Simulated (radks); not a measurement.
Task: All-electron atom: Pd III in [Kr] 4d(up 4.25, down 3.75) (fractional occupations, a model configuration). All-electron calculation, non-relativistic Kohn-Sham, TPSS, spin-polarised, spherical densities, point nucleus; meta-GGA in the generalised Kohn-Sham scheme; relativity is left out, which matters for an element this heavy. Program: a radial shooting solver on a logarithmic mesh with Libxc functionals. Some entries of the table are withheld. Estimate them.

| orbital | occ. | eigenvalue (eV) | r(max) (bohr) |
|---|---|---|---|
| 1s down | 1 | -23485.97 | 0.02190 |
| 1s up | 1 | -23485.97 | 0.02190 |
| 2s up | 1 | -3383.175 | 0.1217 |
| 2s down | 1 | -3383.091 | 0.1217 |
| 2p up | 3 | -3141.860 | 0.09557 |
| 2p down | 3 | -3141.797 | 0.09557 |
| 3s up | 1 | -629.6159 | 0.3529 |
| 3s down | 1 | -629.5842 | 0.3530 |
| 3p up | 3 | -533.0100 | 0.3399 |
| 3p down | 3 | -532.9649 | 0.3399 |
| 3d up | 5 | -355.6204 | (1) |
| 3d down | 5 | -355.5368 | (2) |
| 4s up | 1 | (3) | 0.8772 |
| 4s down | 1 | (4) | 0.8768 |
| 4p up | 3 | -74.9644 | 0.9194 |
| 4p down | 3 | -74.5626 | 0.9189 |
| 4d up | 4.25 | -27.7823 | 1.062 |
| 4d down | 3.75 | -27.3923 | 1.062 |

Result: 
(1) 3d up r(max) (bohr): 0.2830
(2) 3d down r(max) (bohr): 0.2830
(3) 4s up eigenvalue (eV): -104.8235
(4) 4s down eigenvalue (eV): -104.4356
